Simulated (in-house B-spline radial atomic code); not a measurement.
Neutral indium is squeezed into an impenetrable sphere of radius R (the orbitals vanish at R). No spin polarisation. Caution: exact exchange at fractional occupations of open shells leaves self-interaction of up to several eV. Computed with a B-spline radial code for spherical atoms: non-relativistic B3LYP, spherical fractional occupations, point nucleus.

Energies in eV above the free atom in [Kr] 4d10 5s2 5p1:

```csv
R (bohr),highest level (eV),[Kr] 4d10 5s2 5p1,[Kr] 4d9 4f1 5s2 5p1,[Kr] 4d10 4f1 5s1 5p1,-dE/dV in [Kr] 4d10 5s2 5p1 (GPa)
8.52,-2.03,0.1549,31.96,15.47,0.155
6.83,-1.27,0.697,35.09,18.82,1.21
4.66,3.5,6.615,48.04,32.43,30.2
4.02,7.99,14.28,59.55,43.54,95.8
3.67,12.2,22.53,70.49,53.64,194
3.11,24.3,50.39,103.8,83.2,691
2.7,42,98.62,157.3,129.4,2040
2.31,75.2,204.4,269.4,225.7,6660
1.7,222,821.6,900.3,773.9,63400
1.28,555,2734,2818,2487,450000
```

(1) Does [Kr] 4d9 4f1 5s2 5p1 fall below [Kr] 4d10 5s2 5p1 under compression?

(2) Does [Kr] 4d10 4f1 5s1 5p1 fall below [Kr] 4d10 5s2 5p1 under compression?

The highest level is first positive in the row R = 4.66 bohr, pushed up by confinement above the zero of the free ion's potential. Each configuration is held fixed and needn't be the lowest in the sphere.

Results:

(1) No, it stays above over the whole range.

(2) Yes, between R = 2.31 and 1.7 bohr the order changes (near 2.12 bohr by linear interpolation).
